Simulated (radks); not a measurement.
Values are calculated unless marked as measured or tabulated.
All-electron atom: the argon ion Ar2+ in [Ne] 3s2 3p3 5p1 (not the ground configuration). Level of theory: scalar-relativistic Kohn-Sham, r2SCAN, spin-polarised, spherical densities, finite nucleus; open shells are filled with parallel spins first; meta-GGA in the generalised Kohn-Sham scheme; Fermi nuclear charge, rms radius 3.4274 fm (a radial shooting solver on a logarithmic mesh with Libxc functionals).

Unscreened Slater integrals over Kohn-Sham orbitals (hartree). They are taken over the spin-up orbitals.

integral       value
F0(5p,5p)    0.12402
F2(5p,5p)   0.066260
F0(5p,3p)    0.17183
F2(5p,3p)   0.025222
G0(5p,3p)  0.0059715
G2(5p,3p)  0.0076896
F0(5p,3s)    0.17277
G1(5p,3s)  0.0078989
F0(5p,2p)    0.18347
F2(5p,2p)  0.0092485
G0(5p,2p)  0.0035243
G2(5p,2p)  0.0037501
F0(3p,3p)    0.64839
F2(3p,3p)    0.33200
F0(3p,3s)    0.67164
G1(3p,3s)    0.45141
F0(3p,2p)    0.87428
F2(3p,2p)    0.16344
G0(3p,2p)   0.066014
G2(3p,2p)   0.066839
F0(3s,3s)    0.69790
F0(3s,2p)    0.92166
G1(3s,2p)   0.073175
F0(2p,2p)     2.4433
F2(2p,2p)     1.1380

Derived for the open shells (J is the average intra-shell exchange parameter used in DFT+U). 3p: J = F2/5 = 0.06640 hartree. 5p: J = F2/5 = 0.01325 hartree.
